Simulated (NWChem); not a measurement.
System: ZrO; SMILES [O]=[Zr]

Results from NWChem. The level has its own optimisation; frequencies are unscaled.

What does the run give for Hartree-Fock/3-21G (all-electron, non-relativistic)? Quantities: r O–Zr (Å); highest harmonic frequency (cm⁻¹); zero-point energy (kcal/mol).

r O–Zr (Å): 1.710
highest harmonic frequency (cm⁻¹): 1138
zero-point energy (kcal/mol): 1.6
